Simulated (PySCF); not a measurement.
# Low-lying terms of N³⁺ (nitrogen, charge +3)

Ground state [He] 2s2, ¹S. Computed with PySCF 2.14 in def2-TZVP (5s3p2d1f, 31 functions), with no relativity, point nucleus. Vertical excitation energies in eV without spin-orbit coupling; excited terms of each kind are numbered among those the solver found. Frozen: nothing.

```tsv
term	leading excitation	EOM-EE-CCSD
1 3P°	2s → p	8.304
1 1P°	2s → p	16.318
1 3S	2s → s	46.696
```

Only the lower part of the computed list is shown. Doubly excited terms such as np² are absent. The solver can miss terms.
